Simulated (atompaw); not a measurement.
# Building the PAW (atompaw) potential for thallium (Tl) (PBEsol, scalar-relativistic).

- Element: thallium
- Generator: atompaw 4.2.0.5
- Type: PAW
- Functional: PBEsol
- Relativity: scalar-relativistic
- Frozen core: [Xe] 4f14
- Valence charge: 13
- Reference configuration: 5d10 6s2 6p1
- Partial waves: 6s (bound): rc 3.00 bohr; 6s channel at 1.85 Ry: rc 1.95 bohr; 6p (bound): rc 3.00 bohr; 6p channel at 0.35 Ry: rc 3.00 bohr; 5d (bound): rc 3.00 bohr; 5d channel at -0.15 Ry: rc 3.00 bohr; 5f channel at 0.4 Ry: rc 3.00 bohr; 5f channel at 2.6 Ry: rc 3.00 bohr
- Local potential: troulliermartins scheme with l = 4 at 0 Ry, radius 2.20 bohr
- Core correction: smooth core density matched at 1.85 bohr
- Augmentation charge: sinc compensation charge, radius 2.45 bohr; PAW radius 3.00 bohr; waves and projectors: custom rrkj gramschmidtortho

All-electron outer shells of the reference configuration (PBEsol, scalar-relativistic, ld1.x):

```tsv
shell	level (eV)	outermost node (bohr)	outermost maximum (bohr)
4f	-114.08	–	0.36
5p	-76.09	0.50	0.90
5d	-15.48	0.53	1.11
6s	-9.60	1.04	2.08
6p	-2.36	1.23	2.91
```

(1) Estimate the cutoffs (Ry, on a coarse ladder) from which the occupation-weighted sum of valence levels, in a spherical-Bessel basis at the reference potential, stays within 10 and 1 mRy of its value at 400 Ry.

(2) What does a ghost test show?

(3) Is the overlap operator S = 1 + Σ q|β⟩⟨β| positive definite (Bessel basis up to 400 Ry)?

(4) Which valence shell sets the plane-wave cutoff?

Results:

(1) 12 Ry and 18 Ry.

(2) Ghost state, extra bound levels that the all-electron valence spectrum of the same l lacks: s at -39.3 eV. A true bound ghost makes a file unfit for plane-wave use.

(3) Yes: its lowest eigenvalue is 0.22 (s channel).

(4) 5d: its level needs 12 Ry to come within 1 mRy, against 6 Ry for 6s.
